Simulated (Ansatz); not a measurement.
`[F][GeH]([Cl])[I]` + `N=C=O` → `O=C=[N][GeH]([F])[Cl]` + HI at 700 K and 1 bar (ligand exchange at a Ge–I bond).

Program: Ansatz. Geometries: PBE0-D4/def2-TZVP. ΔE: electronic, gas phase. CCSD(T)/CBS adds triple-zeta CCSD(T) − MP2 to the extrapolated MP2 energy (def2 sets, frozen cores). This one scheme is used for every species. Elements past krypton have def2 core potentials. For Ge, I outer-core shells are correlated without core-valence functions, which leaves a few kJ/mol of doubt a bond. Scalar relativity is left out up to krypton. One conformer a species, not always the lowest.

| species | CCSD(T)/CBS energy (Eh) | H − E (kJ/mol) | S (J/(mol·K)) |
| --- | --- | --- | --- |
| `[F][GeH]([Cl])[I]` | -2933.83800 | 87.0 | 423.8 |
| `N=C=O` | -168.51995 | 89.3 | 283.6 |
| `O=C=[N][GeH]([F])[Cl]` | -2804.31074 | 137.1 | 475.5 |
| HI | -298.03592 | 34.6 | 231.7 |

H − E and S are ideal-gas, rigid-rotor, harmonic terms from PBE0-D4/def2-TZVP, for one conformer and one mirror image of each species. 1 Eh = 2625.50 kJ/mol, R = 8.31446 J/(mol·K).

By hand: ΔE, ΔH, ΔS and ΔG.

ΔE = (-2804.31074) + (-298.03592) − (-2933.83800) − (-168.51995) = 0.01129 Eh = 29.6 kJ/mol. Δ(H − E) = 137.1 + 34.6 − 87.0 − 89.3 = -4.6, so ΔH = 25.0 kJ/mol. ΔS = 475.5 + 231.7 − 423.8 − 283.6 = -0.2 J/(mol·K). ΔG = 25.0 − 700 × (-0.2)/1000 = 25.1 kJ/mol.

By hand: the equilibrium constant, and the temperature at which ΔG would vanish if ΔH and ΔS stayed fixed.

log₁₀ K = −ΔG/(RT ln 10) = -1.9. ΔH and −TΔS have one sign here, so there is no such temperature.

The number of gas molecules stays the same, so ΔS is small and ΔH decides. A doubt of 5 kJ/mol in ΔE shifts log₁₀ K by 0.4 here. Other conformers and mirror images would add mixing entropy, several J/(mol·K) or more a flexible species. Modes under 60 cm⁻¹, often nearly free rotors, make the harmonic entropy too high. These are equilibria of isolated gas molecules and say nothing of rates. Largest T1 diagnostic: 0.018 (customary marks: 0.02 for closed shells, 0.045 for open ones).

ΔS is within the doubt of such terms, so its sign, and with it that verdict, could turn.
